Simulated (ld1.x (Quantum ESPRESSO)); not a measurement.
# u(r) = r·R(r): atom against pseudo-atom (Cl)

Columns: radius, all-electron u(r) and pseudo u(r) of the 3p shell (level -9.24 eV) of chlorine in the configuration [Ne] 3s1 3p6; LDA (PZ), non-relativistic, RRKJ scheme, ld1.x (Quantum ESPRESSO) 7.5.

```csv
r (bohr),all-electron,pseudo
0.075,0.1361,-0.0040
0.150,0.2988,-0.0164
0.225,0.3678,-0.0376
0.300,0.3461,-0.0686
0.375,0.2620,-0.1099
0.450,0.1428,-0.1617
0.525,0.0087,-0.2230
0.600,-0.1264,-0.2921
0.675,-0.2541,-0.3663
0.750,-0.3692,-0.4422
0.825,-0.4694,-0.5159
0.900,-0.5539,-0.5839
0.975,-0.6230,-0.6432
1.050,-0.6776,-0.6919
1.125,-0.7189,-0.7291
1.200,-0.7482,-0.7551
1.275,-0.7673,-0.7711
1.350,-0.7773,-0.7789
1.425,-0.7798,-0.7802
1.500,-0.7760,-0.7760
1.575,-0.7670,-0.7670
1.650,-0.7538,-0.7538
1.725,-0.7372,-0.7372
1.800,-0.7181,-0.7181
1.875,-0.6970,-0.6970
1.950,-0.6744,-0.6744
```

**Question.** How many radial nodes do the two functions have?

**Answer.** The all-electron 3p function has n − l − 1 = 1; the pseudo-wave has 0, since the states of the same l below it are removed with the core.

**Question.** At about which radius was the pseudo-wave matched?

**Answer.** 1.50 bohr, where the columns begin to agree (steps of 0.07 bohr).

**Question.** Where does each function peak?

**Answer.** Outermost all-electron maximum near 1.43 bohr, pseudo maximum near 1.43 bohr (to the table’s step).

**Question.** Is the pseudo-wave norm-conserving?

**Answer.** Yes: the RRKJ scheme keeps the norm inside the radius equal to the all-electron one, which fixes the energy derivative of the logarithmic derivative at the level.
